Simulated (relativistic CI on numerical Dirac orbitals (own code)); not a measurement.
## Radial parameters of Pd III

Calculated at this level of theory: Dirac-Coulomb-Breit CI, separate exchange-only KLI orbitals for each configuration, QED by a radiative potential, valence Slater integrals scaled by 0.85, P86 correlation energy added to each configuration (own radial code, finite nucleus).

Slater integrals F^k, G^k are unscaled and averaged over j, outside the closed core [Kr]; ζ comes from projecting the Hamiltonian with its Breit term on Σ l·s of the shell.

- 4d8: F^2(4d,4d) = 72673, F^4(4d,4d) = 47448, ζ(4d) = 1486.4 cm⁻¹; <r>(4d) = 1.368, <r^2>(4d) = 2.228 (bohr units).
- 4d7.5s: F^2(4d,4d) = 75000, F^4(4d,4d) = 49130, ζ(4d) = 1601.9, G^2(4d,5s) = 15731 cm⁻¹; <r>(4d) = 1.331, <r^2>(4d) = 2.102, <r>(5s) = 2.543, <r^2>(5s) = 7.288 (bohr units).
- 4d7.5p: F^2(4d,4d) = 75588, F^4(4d,4d) = 49566, ζ(4d) = 1631.3, F^2(4d,5p) = 23052, G^1(4d,5p) = 9107.5, G^3(4d,5p) = 7751, ζ(5p) = 2027.9 cm⁻¹; <r>(4d) = 1.322, <r^2>(4d) = 2.072, <r>(5p) = 3.085, <r^2>(5p) = 10.75 (bohr units).

Q: Give the Racah parameters of the d shell in 4d8.

A: B = F²/49 − 5F⁴/441 = 945 cm⁻¹ and C = 35F⁴/441 = 3766 cm⁻¹; values fitted to spectra at such low charge are typically 15 to 30 % smaller.

In this model ζ of a weakly bound d, f or g electron outside closed shells comes out too small, for d by up to a factor of two or three and at times with the wrong sign; that of an outer p electron is too small as well.

For a near-neutral ion this model can misplace configurations by up to about 10,000 cm⁻¹ (more where the count of f electrons changes) and terms by 10 to 25 % of their spread. Rates follow the energies as ν³ (E1, M1) or ν⁵ (E2), so they and the lifetimes can be off by large factors. The fine structure of a lone outer electron comes out too small, for d and f at times inverted, and misplaced configurations move strength between like terms. 54 of the 69 excited levels that our extract of the measured tables holds in this range could be paired (the sources list more); they are missed by 2490 cm⁻¹ on average and 4549 at most, and levels without a partner can miss by more. Some levels of the ground configuration have no partner and can miss by 10 % or more.

Averages of the first 10 configurations, taken without configuration mixing, which lowers the lowest level and can move excited configurations by several eV; other configurations of the list can lie among them:

```json
{"Configuration": "4d8", "Parity": "even", "States": "45", "Average energy above the lowest level (eV)": "1.4"}
{"Configuration": "4d7.5s", "Parity": "even", "States": "240", "Average energy above the lowest level (eV)": "9.8"}
{"Configuration": "4d7.5p", "Parity": "odd", "States": "720", "Average energy above the lowest level (eV)": "16.2"}
{"Configuration": "4d7.4f", "Parity": "odd", "States": "1680", "Average energy above the lowest level (eV)": "27.4"}
{"Configuration": "4d6.5s2", "Parity": "even", "States": "210", "Average energy above the lowest level (eV)": "21.3"}
{"Configuration": "4d7.5d", "Parity": "even", "States": "1200", "Average energy above the lowest level (eV)": "23.5"}
{"Configuration": "4d7.6s", "Parity": "even", "States": "240", "Average energy above the lowest level (eV)": "23.4"}
{"Configuration": "4d7.6p", "Parity": "odd", "States": "720", "Average energy above the lowest level (eV)": "25.5"}
{"Configuration": "4d6.5s.5p", "Parity": "odd", "States": "2520", "Average energy above the lowest level (eV)": "27.1"}
{"Configuration": "4d7.6d", "Parity": "even", "States": "1200", "Average energy above the lowest level (eV)": "28.4"}
```
